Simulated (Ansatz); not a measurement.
`C[CH2][AlH][OH]` + HBr → `C[CH2][AlH][Br]` + H₂O at 600 K and 1 bar (ligand exchange at the Al–O bond).

Computed with Ansatz on PBE0-D4/def2-TZVP structures; ΔE is electronic, products minus reactants. CCSD(T)/CBS adds triple-zeta CCSD(T) − MP2 to the extrapolated MP2 energy (def2 sets, frozen cores). This one scheme is used for every species. For Br outer-core shells are correlated without core-valence functions, which leaves a few kJ/mol of doubt a bond. Scalar relativity is left out up to krypton. Each species was taken in one conformer, which may not be the lowest.

```tsv
species	CCSD(T)/CBS energy (Eh)	H − E (kJ/mol)	S (J/(mol·K))
`C[CH2][AlH][OH]`	-397.56357	283.1	423.9
HBr	-2573.91920	33.5	219.1
`C[CH2][AlH][Br]`	-2895.11728	247.0	436.9
H₂O	-76.37941	76.8	212.8
```

H − E and S are ideal-gas, rigid-rotor, harmonic terms from PBE0-D4/def2-TZVP, for one conformer and one mirror image of each species. 1 Eh = 2625.50 kJ/mol, R = 8.31446 J/(mol·K).

Task: By hand: ΔE, ΔH, ΔS and ΔG.

Result: ΔE = (-2895.11728) + (-76.37941) − (-397.56357) − (-2573.91920) = -0.01392 Eh = -36.5 kJ/mol. Δ(H − E) = 247.0 + 76.8 − 283.1 − 33.5 = 7.2, so ΔH = -29.3 kJ/mol. ΔS = 436.9 + 212.8 − 423.9 − 219.1 = 6.7 J/(mol·K). ΔG = -29.3 − 600 × (6.7)/1000 = -33.3 kJ/mol.

Task: By hand: the equilibrium constant, and the temperature at which ΔG would vanish if ΔH and ΔS stayed fixed.

Result: log₁₀ K = −ΔG/(RT ln 10) = 2.9. ΔH and −TΔS have one sign here, so there is no such temperature.

The number of gas molecules stays the same, so ΔS is small and ΔH decides. A doubt of 5 kJ/mol in ΔE shifts log₁₀ K by 0.4 here. Other conformers and mirror images would add mixing entropy, several J/(mol·K) or more a flexible species. Modes under 60 cm⁻¹, often nearly free rotors, make the harmonic entropy too high. These are equilibria of isolated gas molecules and say nothing of rates. Largest T1 diagnostic: 0.011 (customary marks: 0.02 for closed shells, 0.045 for open ones).

ΔS is within the doubt of such terms, so its sign, and with it that verdict, could turn.
